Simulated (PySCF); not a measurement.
# Polarisability of `O=C([O-])/C=C\C(Cl)Cl`

Compound: C4H3Cl2O2 (charge -1).
Structure used (GFN2-xTB), in Å, numbered top down from 1:
```xyz
11
C4H3Cl2O2 angstrom
O     -2.9644    0.1960    0.1563
C     -1.7570    0.4404    0.2379
O     -1.1951    1.4567    0.6833
C     -0.8462   -0.7037   -0.2996
C      0.4807   -0.7353   -0.3447
C      1.3021    0.3928    0.1440
Cl     2.3908   -0.1407    1.4543
Cl     2.3257    1.0407   -1.1674
H     -1.4091   -1.5528   -0.6696
H      1.0315   -1.5857   -0.7418
H      0.6464    1.1944    0.5212
```

Level: PBE0/def2-SVPD (PySCF), static field, nuclei fixed, core orbitals frozen in the response. The polarisability tensor in these axes (au):

```
x   124.05   4.32   0.94
y     4.32  80.67  -0.27
z     0.94  -0.27  80.90
```

Question: What are the eigenvalues, a third of the trace, and Δα (Δα² = ½Σ(αi − αj)² over the three pairs)?

Answer: Principal values 80.08, 81.04 and 124.50 au; mean 95.21 au = 14.11 Å³ = 15.70 × 10⁻⁴⁰ C²·m²/J; Δα = 43.94 au (46 % of the mean).

Question: In TDDFT the mean static polarisability is Σ f/ω² over all singlet excitations (ω in hartree). How much of it do the 6 lowest give? Their energies (eV) and oscillator strengths: 3.74, 0.0004; 3.87, 0.0003; 4.67, 0.0251; 4.75, 0.0047; 5.04, 0.0012; 5.34, 0.0000.

Answer: They add up to 1.07 au, 1.1 % of the 95.21 au; the largest single term is 0.85 au, from the state at 4.67 eV. Terms in order: 0.02, 0.01, 0.85, 0.15, 0.03, 0.00 au. Higher excitations give the rest. The strengths listed sum to 0.032.

Question: Traceless (Buckingham) quadrupole moment about the centre of nuclear charge: eigenvalues?

Answer: -38.70, 19.04, 19.66 D·Å. The values depend on the origin, since the species is charged. The electronic extent ⟨r²⟩ about the same centre is 1585 bohr², a root-mean-square distance of 2.39 Å for the 78 electrons.

Question: Directions of the eigenvectors, and the extent of the frame along each?

Answer: Largest value along (0.99, 0.10, 0.02), where the nuclei span 5.32 Å; middle along (0.02, -0.41, 0.91), 2.88 Å; least along (-0.10, 0.91, 0.41), 3.56 Å. The strongest response lies along the longest span, while the other two are in reverse order.

Question: Rayleigh depolarisation ratio (linearly polarised light, static tensor)?

Answer: ρ = 3Δα²/(45ᾱ² + 4Δα²) = 5792.8/(407907 + 7723.7) = 0.0139.

The structure is a single GFN2-xTB conformer in the gas phase; no vibrational or solvent corrections.

These values come from a run that also computed excited states. On Arm Neoverse V1, one thread, on a shared host, this took 27 s of wall time and 0.92 GiB of memory at its peak.
